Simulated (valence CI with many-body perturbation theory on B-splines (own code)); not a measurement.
Basis-set convergence for Ta⁵⁸⁺

Computed by configuration interaction combined with many-body perturbation theory (CI+MBPT): five valence electrons over a frozen Dirac-Fock core [Ne], a basis of 9 s, 9 p, 8 d, 6 f, 3 g, 1 h functions for each j, with the one-electron correlation potential Σ1 (screened to all orders), the two-electron term Σ2, the three-electron term Σ3, Breit, model QED; selected single and double excitations, second order for the rest, scaled by the run's own slope (own B-spline code, finite nucleus).

The last digits are not significant, and no measured levels were compared; by estimate large intervals hold to a few tenths of a per cent, small ones and those within an open d or f shell to about a per cent. Among the levels kept, up to 1100 cm⁻¹ of a level comes from second order outside the variational space, and about a tenth of that is noise between levels of different J, which matters for small intervals.

The reference run has the lowest level (3s^2 3p1/2^2 3p3/2) J=3/2 and an ionisation energy of 5908.69 eV. Its largest variational space holds 20000 state functions.

Levels are named by their leading jj configuration (3d3/2^4 stands for four electrons in 3d with j = 3/2), which in mixed levels can hold well under half, so a name can repeat and another be missing. Letters in brackets count levels of one name in rising energy.

Changed runs:
A. basis 6 s, 6 p, 5 d, 3 f, 1 g
B. basis 5 s, 5 p, 4 d, 2 f

Excitation energies of the reference run in cm⁻¹, and shifts in cm⁻¹:

| Level | Reference | A | B |
| --- | --- | --- | --- |
| (3s^2 3p1/2^2 3d3/2) J=3/2 | 1819960 | +234 | +673 |
| (3s^2 3p1/2^2 3d5/2) J=5/2 | 2538070 | +316 | +904 |
| (3s^2 3p1/2 3p3/2^2) J=3/2 | 2574130 | -139 | -433 |
| (3s^2 3p1/2 3p3/2^2) J=5/2 | 2667950 | +21 | +106 |
| (3s^2 3p1/2 3p3/2^2) J=1/2 | 2789620 | +45 | +237 |
| (3s 3p1/2^2 3p3/2^2) J=5/2 | 3950630 | -146 | -405 |
| (3s 3p1/2^2 3p3/2^2) J=3/2 | 4187570 | -43 | -153 |
| (3s 3p1/2^2 3p3/2^2) J=1/2 | 4201610 | -38 | -18 |
| (3s^2 3p1/2 3p3/2 3d3/2) J=5/2 [a] | 4374210 | +106 | +211 |
| (3s^2 3p1/2 3p3/2 3d3/2) J=1/2 [a] | 4399990 | +14 | -25 |
| (3s^2 3p1/2 3p3/2 3d3/2) J=3/2 [a] | 4401520 | +66 | +147 |
| (3s^2 3p1/2 3p3/2 3d3/2) J=7/2 | 4471880 | +310 | +981 |
| Ionisation energy (eV) | 5908.69 | -0.041 | -0.15 |
